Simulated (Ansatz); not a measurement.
`C[S][Ge]([CH3])([F])[F]` + H₂ → `[CH3][GeH]([F])[F]` + CH₃SH at 700 K and 1 bar (hydrogenolysis of a Ge–S bond).

Computed with Ansatz on PBE0-D4/def2-TZVP structures; ΔE is electronic, products minus reactants. CBS: MP2 limit from def2 TZ/QZ plus the TZ coupled-cluster correction, frozen cores. This one scheme is used for every species. For Ge outer-core shells are correlated without core-valence functions, which leaves a few kJ/mol of doubt a bond. Scalar relativity is left out up to krypton. Each species was taken in one conformer, which may not be the lowest.

```csv
species,CCSD(T)/CBS energy (Eh),H − E (kJ/mol),S (J/(mol·K))
`C[S][Ge]([CH3])([F])[F]`,-2753.31091,308.5,553.2
H₂,-1.17544,46.8,155.3
`[CH3][GeH]([F])[F]`,-2316.24489,193.0,418.9
CH₃SH,-438.22835,160.2,309.0
```

H − E and S are ideal-gas, rigid-rotor, harmonic terms from PBE0-D4/def2-TZVP, for one conformer and one mirror image of each species. The MP2-based limit puts H₂ 0.8 mEh under its directly extrapolated value; such offsets cancel only in part. 1 Eh = 2625.50 kJ/mol, R = 8.31446 J/(mol·K).

Problem. By hand: ΔE, ΔH, ΔS and ΔG.

Solution. ΔE = (-2316.24489) + (-438.22835) − (-2753.31091) − (-1.17544) = 0.01311 Eh = 34.4 kJ/mol. Δ(H − E) = 193.0 + 160.2 − 308.5 − 46.8 = -2.1, so ΔH = 32.3 kJ/mol. ΔS = 418.9 + 309.0 − 553.2 − 155.3 = 19.4 J/(mol·K). ΔG = 32.3 − 700 × (19.4)/1000 = 18.7 kJ/mol.

Problem. By hand: the equilibrium constant, and the temperature at which ΔG would vanish if ΔH and ΔS stayed fixed.

Solution. log₁₀ K = −ΔG/(RT ln 10) = -1.4. ΔG = 0 at ΔH/ΔS = 1665 K, though so small a ΔS makes that figure unsure.

TΔS isn't small against ΔH here. A doubt of 5 kJ/mol in ΔE shifts log₁₀ K by 0.4 here. Other conformers and mirror images would add mixing entropy, several J/(mol·K) or more a flexible species. Modes under 60 cm⁻¹, often nearly free rotors, make the harmonic entropy too high. These are equilibria of isolated gas molecules and say nothing of rates. Largest T1 diagnostic: 0.012 (customary marks: 0.02 for closed shells, 0.045 for open ones).
